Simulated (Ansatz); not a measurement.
The cluster B₂Sb, relaxed as a doublet with UKS r2SCAN-D4/def2-TZVP in Ansatz, starting from the GFN2-xTB geometry. Force threshold 0.02 eV/Å.

In the def2 sets Sb takes a core potential; there is no spin–orbit coupling. The charge 0 doublet is spin-contaminated (final ⟨S²⟩ up to 0.93, 0.75 for a pure state). The structure comes from a short search, and lower isomers may exist.

Start:

| atom | x (Å) | y (Å) | z (Å) |
| --- | --- | --- | --- |
| B1 | -0.004 | -1.494 | -1.297 |
| B2 | 0.003 | 1.494 | 1.297 |
| Sb3 | 0.001 | 0.000 | 0.000 |

| step | energy (eV) | largest force component (eV/Å) | SCF passes |
| --- | --- | --- | --- |
| 1 | -7884.4919 | 1.933 | 23 |
| 2 | -7884.7256 | 0.273 | 33 |
| 3 | -7884.7319 | 0.009 | 27 |
| 4 | -7884.7323 | 0.013 | 27 |
| 5 | -7884.7334 | 0.029 | 30 |
| 6 | -7884.7446 | 0.105 | 41 |
| 7 | -7884.7757 | 0.566 | 92 |
| 8 | -7884.8429 | 0.954 | 53 |
| 9 | -7884.9352 | 0.900 | 45 |
| 10 | -7885.0260 | 0.452 | 53 |
| 11 | -7885.1261 | 0.316 | 49 |
| 12 | -7885.2858 | 0.480 | 41 |
| 13 | -7885.8408 | 2.004 | 80 |
| 14 | -7885.8441 | 1.973 | 40 |
| 15 | -7886.7904 | 2.723 | 42 |
| 16 | -7887.4094 | 2.677 | 42 |
| 17 | -7887.4857 | 1.453 | 28 |
| 18 | -7887.5228 | 0.089 | 32 |
| 19 | -7887.5230 | 0.009 | 32 |

Force components are those of the run's own axes.

End:

| atom | x (Å) | y (Å) | z (Å) |
| --- | --- | --- | --- |
| B1 | -0.5852 | -0.7986 | -0.2222 |
| B2 | -0.5516 | 0.3693 | 0.7663 |
| Sb3 | 1.1368 | 0.4293 | -0.5442 |

Bonds formed: B1–B2 (atoms count from 1).

The force fell under the threshold at step 3, but the optimiser went on and released 2.791 eV more. No frequencies were taken in this run, so the end may be a saddle point.

Hardware: 2 threads of Intel Xeon 6975P-C on a shared host. Wall time 30 s.
